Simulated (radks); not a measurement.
Values are calculated unless marked as measured or tabulated.
Au2+, 77 electrons, occupied as [Xe] 4f14 5d9 (the NIST ground configuration).

Code: a radial shooting solver on a logarithmic mesh with Libxc functionals. Model: scalar-relativistic Kohn-Sham, PBE, spin-unpolarised, spherical densities, finite nucleus; Fermi nuclear charge, rms radius 5.4371 fm.

Energy parts (hartree):
part                       energy
total                 -19006.4942
kinetic                21253.7698
electron-nucleus      -47222.7975
Hartree                 7324.1119
exchange-correlation    -361.5784

Orbitals (lengths in bohr, moments of r in powers of bohr):
| orbital | occ. | eigenvalue (hartree) | <1/r> |
|---|---|---|---|
| 1s | 2 | -2967.992 | 95.70 |
| 2s | 2 | -524.3641 | 22.44 |
| 2p | 6 | -453.5761 | 19.97 |
| 3s | 2 | -124.3751 | 8.321 |
| 3p | 6 | -103.8309 | 7.592 |
| 3d | 10 | -81.84402 | 7.145 |
| 4s | 2 | -27.61863 | 3.566 |
| 4p | 6 | -20.87914 | 3.221 |
| 4d | 10 | -12.77529 | 2.886 |
| 4f | 14 | -3.77949 | 2.462 |
| 5s | 2 | -4.77472 | 1.461 |
| 5p | 6 | -2.98769 | 1.241 |
| 5d | 9 | -1.00455 | 0.8740 |

The highest occupied level is 5d at -27.335 eV. The electron density at the nucleus is 2.302e+06 e/bohr^3 (large components only). The density falls to 0.001 e/bohr^3 at r = 3.51 bohr. Summed over all electrons, <r^2> = 42.25 bohr^2, which gives a Langevin (diamagnetic) susceptibility term of -33.5 x 10^-6 cm^3/mol. For comparison, the ionisation energy in NIST's Atomic Spectra Database is 30 eV (theoretical). In exact Kohn-Sham theory the highest level is minus the ionisation energy, but local and semilocal functionals leave it too shallow, through self-interaction and a potential that decays too fast; potentials with the right tail come closer.

Beside tabulated values, note that spin-unpolarised runs miss the spin-polarisation part of the exchange energy of open shells.
